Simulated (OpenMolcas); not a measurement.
# Au IV: CASPT2 settings compared

```
Program             : OpenMolcas 26.06
Basis               : ANO-R1 [7s5p4d2f]
Scalar Hamiltonian  : X2C, finite nucleus
Active space        : 8 electrons in 5 orbitals (5d)
State averaging     : 2S+1 = 3 even, 10 roots; 2S+1 = 1 even, 15 roots kept (CI in the orbitals of an earlier block)
Spin-orbit coupling : RASSI with atomic mean-field integrals over the reference wave functions, term energies averaged over their components
```

Methods on the same reference wave functions:
A. CASSCF
B. SS-CASPT2, IPEA 0.75 Eh, imaginary shift 0.4 Eh (closed shells correlated: 4f 5s 5p)
C. XMS-CASPT2, IPEA 0.15 Eh, no level shift (closed shells correlated: none)
D. XMS-CASPT2, IPEA 0.75 Eh, real shift 0.4 Eh (closed shells correlated: 4f 5s 5p)

Energies in cm-1 above 5d8 3F4, the measured ground level; measured values from Zainab et al., Astrophys. J. Suppl. Ser. 267, 12 (2023).

```tsv
Level	A	B	C	D	Measured
5d8 3F4	0.0	0.0	0.0	0.0	0.0
5d8 3F3	12939	13000	12960	12990	12294
5d8 3P2 [52 %]	21261	20670	20350	20360	
5d8 3P0	23387	21520	21100	20970	18185
5d8 3P1	26708	25560	24960	24970	21490
5d8 1G4	29713	28360	29150	28500	25702
5d8 1S0	62652	58100	58260	57670	55278
```

Deviations, from unrounded energies. A percentage is the sum of absolute deviations over the sum of measured energies, with the sign that they share, or ± where signs differ.

```json
{"Against measurement": "mean absolute deviation (cm-1)", "Levels": "5", "A": "4500", "B": "2700", "C": "2700", "D": "2400"}
{"Against measurement": "fine structure of the ground term (%)", "Levels": "1", "A": "+5.2", "B": "+5.8", "C": "+5.5", "D": "+5.7"}
{"Against measurement": "other terms of the ground configuration (%)", "Levels": "4", "A": "+18.1", "B": "+10.7", "C": "+10.6", "D": "+9.5"}
```

D lies closest to measurement on these levels and A furthest from it. The largest miss of D in the table is 5d8 3P1, by +3500 cm-1. The ranking rests on the paired levels alone, and a cruder setting can come out closer through cancelling errors.

Among B to D the level of the table that moves most is 5d8 1G4, by 790 cm-1 (lowest in B, highest in C). Moves below CASPT2's spread within the term are not significant.

The mean deviations of B to D differ by less than CASPT2's widest spread within a term (2100 cm-1), so their order carries little weight.

From A to B the spin-free energies of the other terms of 5d8 shown, above 3F, scale by factors of 0.88 to 0.92, as is usual when dynamic correlation screens the repulsion within a d or f shell.

The lowest spin-free term lies below A's lowest term by 0.326 hartree in B, 0.150 hartree in C, 0.328 hartree in D.

CASPT2 does not keep the components of a term degenerate, so their means are used; among the terms shown or strongly mixed into the levels shown the widest spread is 2100 cm-1 (5d8 1G, D). Terms from blocks run as CI alone lack orbitals of their own. The basis is small and was not contracted for so high a charge. Without dynamic correlation excited terms often stand tens of per cent too high (terms of higher spin than the ground term too low), and those without a measured partner can miss by more than the paired ones (holds for A). Some terms miss by over 15 % even with CASPT2, which points to a basis or an active space too small for the shells correlated (holds for B; C; D). Computed and measured levels are paired by configuration, term and J; levels that our copy of the source lacks, or whose pairing is in doubt (as where it misses far off the trend of its configuration), stay unpaired and out of the deviations. Only configurations of the active space appear. The table leaves out levels that lie high or whose names do not pair safely across all columns.

A share in square brackets marks a mixed level and gives the weight of the term that names it, the lowest over the columns.
